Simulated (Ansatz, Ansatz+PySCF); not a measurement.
```xyz
2

B     0.0000    0.0000   -0.2087
H     0.0000    0.0000    1.0436
```

Basis set: def2-SVP (spherical functions). Correlated methods keep 1 orbital frozen. Charge 0, multiplicity 1.

Computed with Ansatz (development build ahead of 0.2.0); each method stands on the lowest determinant of its kind that the runs found. Restricted open shells among the atoms or ions are ROHF, correlated in semicanonical orbitals with singles. Restricted functionals stand beside restricted open-shell atoms, which can lie above the unrestricted atoms usual in DFT and then raise those values.

The atomization energy at this shape (free ground-state atoms in the same class of orbitals less the molecule, no zero-point energy) of singlet BH:

```
               method  atomization energy
 ωB97X (unrestricted)      82.39 kcal/mol
   ωB97X (restricted)      83.33 kcal/mol
r²SCAN (unrestricted)      81.87 kcal/mol
  r²SCAN (restricted)      80.67 kcal/mol
  PBE0 (unrestricted)      81.13 kcal/mol
   PBE (unrestricted)      81.23 kcal/mol
          RHF-CCSD(T)      81.14 kcal/mol
              UHF-MP2      74.63 kcal/mol
                  UHF      66.39 kcal/mol
                  RHF      64.06 kcal/mol
```

Task: What does RHF-MP2 give?

Result: 77.34 kcal/mol. Caution for ωB97X (unrestricted), PBE0 (unrestricted), UHF-MP2, UHF: the determinant breaks the point group. Caution for PBE0 (unrestricted), UHF-MP2, UHF: the unrestricted determinant is spin contaminated. Caution for UHF-MP2: another reference gives a lower total.
